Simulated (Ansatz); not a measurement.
`CBC=O` + HBr → `O=CBBr` + CH₄ at 600 K and 1 bar (ligand exchange at a B–C bond).

Program: Ansatz. Geometries: PBE0-D4/def2-TZVP. ΔE: electronic, gas phase. CBS: MP2 limit from def2 TZ/QZ plus the TZ coupled-cluster correction, frozen cores. This one scheme is used for every species. For Br outer-core shells are correlated without core-valence functions, which leaves a few kJ/mol of doubt a bond. Scalar relativity is left out up to krypton. One conformer a species, not always the lowest.

```json
{"species": "`CBC=O`", "CCSD(T)/CBS energy (Eh)": "-179.04425", "H − E (kJ/mol)": "223.1", "S (J/(mol·K))": "383.3"}
{"species": "HBr", "CCSD(T)/CBS energy (Eh)": "-2573.91920", "H − E (kJ/mol)": "33.5", "S (J/(mol·K))": "219.1"}
{"species": "`O=CBBr`", "CCSD(T)/CBS energy (Eh)": "-2712.53327", "H − E (kJ/mol)": "122.2", "S (J/(mol·K))": "370.7"}
{"species": "CH₄", "CCSD(T)/CBS energy (Eh)": "-40.46206", "H − E (kJ/mol)": "140.4", "S (J/(mol·K))": "215.7"}
```

H − E and S are ideal-gas, rigid-rotor, harmonic terms from PBE0-D4/def2-TZVP, for one conformer and one mirror image of each species. 1 Eh = 2625.50 kJ/mol, R = 8.31446 J/(mol·K).

By hand: ΔE, ΔH, ΔS and ΔG.

ΔE = (-2712.53327) + (-40.46206) − (-179.04425) − (-2573.91920) = -0.03188 Eh = -83.7 kJ/mol. Δ(H − E) = 122.2 + 140.4 − 223.1 − 33.5 = 6.0, so ΔH = -77.7 kJ/mol. ΔS = 370.7 + 215.7 − 383.3 − 219.1 = -16.0 J/(mol·K). ΔG = -77.7 − 600 × (-16.0)/1000 = -68.1 kJ/mol.

By hand: the equilibrium constant, and the temperature at which ΔG would vanish if ΔH and ΔS stayed fixed.

log₁₀ K = −ΔG/(RT ln 10) = 5.9. ΔG = 0 at ΔH/ΔS = 4856 K, far beyond where these terms or the molecules hold.

ΔH outweighs TΔS. A doubt of 5 kJ/mol in ΔE shifts log₁₀ K by 0.4 here. Other conformers and mirror images would add mixing entropy, several J/(mol·K) or more a flexible species. These are equilibria of isolated gas molecules and say nothing of rates. Largest T1 diagnostic: 0.016 (customary marks: 0.02 for closed shells, 0.045 for open ones).
